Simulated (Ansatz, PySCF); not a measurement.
Gas-phase reaction 2 R1 → P1 + P2, each structure at its B3LYP-D3(BJ)/def2-TZVP stationary point, reached from a drawn start (curvature not checked).
P1: BBr3 (SMILES BrB(Br)Br), charge 0, multiplicity 1.
R1: BBr2 (SMILES Br[B]Br), charge 0, multiplicity 2.
P2, BBr (SMILES [B]Br) (charge 0, multiplicity 1):
```xyz
2

B     -0.95043     0.00000     0.00000
Br     0.95043     0.00000     0.00000
```

P less R. No zero-point or thermal terms; singlets are restricted closed shells; open shells are unrestricted; no spin–orbit coupling.

Frozen-core correlation throughout. In cc and def2 sets filled d and f shells under p-block atoms count as core.

Run with Ansatz (Gaussian basis) for Hartree–Fock, density functionals and correlated methods; PySCF for the D3/D4 terms. All values are computed, each at the level named.

Task: One of these levels gives -65.5 kJ/mol for the reaction energy. Name it.
A) SVWN5/def2-TZVPP
B) revPBE-D4/def2-TZVPP
C) HF/cc-pVDZ
D) CCSD(T)/cc-pVTZ

Result: C, HF/cc-pVDZ. The others give -123.8 (SVWN5/def2-TZVPP), -109.7 (revPBE-D4/def2-TZVPP), -148.1 (CCSD(T)/cc-pVTZ)

Ansatz is an electronic-structure program.
